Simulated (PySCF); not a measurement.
# Dy⁺: ionisation energy

Dy⁺ [Xe] 4f10 6s1 (high-spin determinant) → Dy²⁺ [Xe] 4f10 (high-spin determinant), as a difference of total energies. Computed with PySCF 2.14 in x2c-TZVPPall with one added diffuse shell each of s, p, d, f type (12s8p8d5f2g, 129 functions), with the spin-free X2C one-electron Hamiltonian (Gaussian nucleus). Correlated levels: valence: [Kr] 4d10 frozen; valence and next inner shell: [Ar] 3d10 frozen. The calculations carry no spin-orbit coupling.

| method | ionisation energy (eV) | difference from reference (eV) |
| --- | --- | --- |
| UHF | 10.816 | -0.831 |
| LDA | 12.109 | +0.462 |
| PBE | 11.906 | +0.259 |
| PBE0 | 11.674 | +0.027 |
| r2SCAN | 11.641 | -0.006 |
| MP2 (valence) | 11.680 | +0.033 |
| SCS-MP2 (valence) | 11.494 | -0.153 |
| MP2 (valence and next inner shell) | 11.728 | +0.081 |
| SCS-MP2 (valence and next inner shell) | 11.540 | -0.107 |

Reference: 11.647 ± 0.02 eV (semi-empirical (NIST evaluation); NIST Atomic Spectra Database, ionization energies).

Errors of the correlated levels include the incompleteness of this basis and the frozen core.

The determinant of Dy²⁺ and of Dy⁺ mixes LS terms, which raises its energy above the lowest term, most at the Hartree-Fock and MP2 levels.
